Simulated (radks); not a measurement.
Values are calculated unless marked as measured or tabulated.
Problem. Radial electron density D(r) = 4 pi r^2 rho(r) of an atom or ion with 6 electrons. Code: a radial shooting solver on a logarithmic mesh with Libxc functionals. Model: Dirac Kohn-Sham, PBEsol, spin-unpolarised, spherical densities, finite nucleus; Fermi nuclear charge, rms radius of each element as measured or else 0.836 A^(1/3) + 0.57 fm.

| r (bohr) | D(r) (e/bohr) |
|---|---|
| 0.007075 | 0.3508 |
| 0.007914 | 0.4313 |
| 0.008852 | 0.5292 |
| 0.009981 | 0.6573 |
| 0.01116 | 0.8026 |
| 0.01249 | 0.9773 |
| 0.01408 | 1.203 |
| 0.01575 | 1.454 |
| 0.01761 | 1.752 |
| 0.0197 | 2.101 |
| 0.02221 | 2.538 |
| 0.02484 | 3.011 |
| 0.02779 | 3.550 |
| 0.03133 | 4.203 |
| 0.03505 | 4.880 |
| 0.0392 | 5.617 |
| 0.04384 | 6.403 |
| 0.04943 | 7.280 |
| 0.05529 | 8.104 |
| 0.06185 | 8.899 |
| 0.06973 | 9.674 |
| 0.07799 | 10.28 |
| 0.08724 | 10.71 |
| 0.09758 | 10.94 |
| 0.11 | 10.90 |
| 0.1231 | 10.59 |
| 0.1376 | 10.01 |
| 0.1552 | 9.123 |
| 0.1736 | 8.121 |
| 0.1942 | 7.043 |
| 0.2172 | 5.997 |
| 0.2448 | 5.038 |
| 0.2739 | 4.396 |
| 0.3063 | 4.057 |
| 0.3454 | 4.038 |
| 0.3863 | 4.287 |
| 0.4321 | 4.688 |
| 0.4833 | 5.109 |
| 0.5449 | 5.425 |
| 0.6095 | 5.475 |
| 0.6817 | 5.229 |
| 0.7686 | 4.645 |
| 0.8597 | 3.873 |
| 0.9616 | 2.998 |
| 1.076 | 2.140 |
| 1.213 | 1.352 |
| 1.356 | 0.7982 |
| 1.517 | 0.4245 |
| 1.711 | 0.1901 |
| 1.913 | 0.07863 |
| 2.14 | 0.02819 |
| 2.394 | 0.008620 |
| 2.699 | 0.001992 |
| 3.019 | 0.0004149 |

What is the nuclear charge?

Solution. Z = 10. The innermost maximum, from 1s, lies near gamma/Z bohr with gamma = sqrt(1 - (Z/c)^2) = 0.997, here 0.0997 bohr (found: 0.102), and its height grows with Z. The density is that of the neon ion Ne4+ in [He] 2s2 2p2; the configuration itself is not fixed sharply by these data. D(r) has 2 maxima, at r = 0.102, 0.590 bohr, and minima at 0.327 bohr, inside which lie 2.19 electrons.
